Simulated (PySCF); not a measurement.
Charge on either side of a bond

2,2,2-trifluoroethyl formate, C3H3F3O2.
Numbering: `[O:1]=[CH:2][O:3][CH2:4][C:5]([F:6])([F:7])[F:8]` (hydrogens: H9 on C2; H10, H11 on C4)

Structure used (GFN2-xTB), in Å, numbered top down from 1:
```
atom  x, y, z in Å
O1     1.6871   -1.2705    0.9909
C2     1.8522   -0.5229    0.0804
O3     0.9004   -0.0353   -0.7213
C4    -0.4355   -0.4015   -0.4303
C5    -1.1723    0.7836    0.1976
F6    -2.4115    0.4290    0.5620
F7    -0.5523    1.2422    1.2864
F8    -1.2933    1.8104   -0.6483
H9     2.8190   -0.1265   -0.2604
H10   -0.9355   -0.6688   -1.3646
H11   -0.4527   -1.2370    0.2815
```

Atomic charges (e) from the PBE0/pcSseg-1 density (PySCF):

| atom | Mulliken | IAO | Hirshfeld | ESP-fitted |
| --- | --- | --- | --- | --- |
| O1 | -0.3908 | -0.4271 | -0.2368 | -0.4836 |
| C2 | +0.4381 | +0.4048 | +0.1847 | +0.5960 |
| O3 | -0.4489 | -0.3349 | -0.1011 | -0.3617 |
| C4 | -0.0108 | -0.1196 | -0.0149 | -0.0660 |
| C5 | +0.7545 | +0.8075 | +0.2559 | +0.4602 |
| F6 | -0.2658 | -0.2811 | -0.0909 | -0.1869 |
| F7 | -0.2586 | -0.2742 | -0.0895 | -0.1402 |
| F8 | -0.2616 | -0.2770 | -0.0949 | -0.1617 |
| H9 | +0.1174 | +0.1404 | +0.0713 | +0.0401 |
| H10 | +0.1610 | +0.1811 | +0.0649 | +0.1536 |
| H11 | +0.1655 | +0.1800 | +0.0509 | +0.1502 |

**Question.** Cut each of the bonds C2–O3, O3–C4 and C5–C4 in turn and sum the charges on the side of the atom named first.

**Answer.** In e; the other side holds the opposite charge:

```csv
bond cut,piece,atoms,Mulliken,IAO,Hirshfeld,ESP-fitted
C2–O3,CHO,3,+0.165,+0.118,+0.019,+0.152
O3–C4,CHO2,4,-0.284,-0.217,-0.082,-0.209
C5–C4,CF3,4,-0.032,-0.025,-0.019,-0.029
```

Extremes among these pieces. Mulliken: lowest CHO2 at O3, highest CHO at C2; IAO: lowest CHO2 at O3, highest CHO at C2; Hirshfeld: lowest CHO2 at O3, highest CHO at C2; ESP-fitted: lowest CHO2 at O3, highest CHO at C2.

**Question.** Do the schemes agree better on the pieces than on the single atoms at the cuts?

**Answer.** The spread between schemes averages 0.120 e for the pieces and 0.437 e for the atoms named first; it is smaller for the piece at 3 of the 3 cuts. On average they agree better on the pieces.

Geometry: GFN2-xTB, one conformer, isolated molecule.
